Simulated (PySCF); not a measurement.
**Correlation energy of Ti⁺ (titanium, charge +1)**

[Ar] 3d2 4s1, high-spin 4F determinant. All numbers are calculated (PySCF 2.14, the spin-free X2C one-electron Hamiltonian (Gaussian nucleus), in cc-pVDZ-DK (6s5p3d1f, 43 functions)). Frozen: [Ar]; 3 electrons correlated.

MP2 pair energies summed by pair of shells (mhartree):

```json
{"pair": "3d-4s", "energy": "-4.94", "share (%)": "60.8"}
{"pair": "3d-3d", "energy": "-3.19", "share (%)": "39.2"}
```

Total MP2 correlation energy: -8.12 mhartree.

Same-spin part -8.12 and opposite-spin part 0.00 mhartree; SCS-MP2 scales them by 1/3 and 6/5 to -2.71 mhartree.
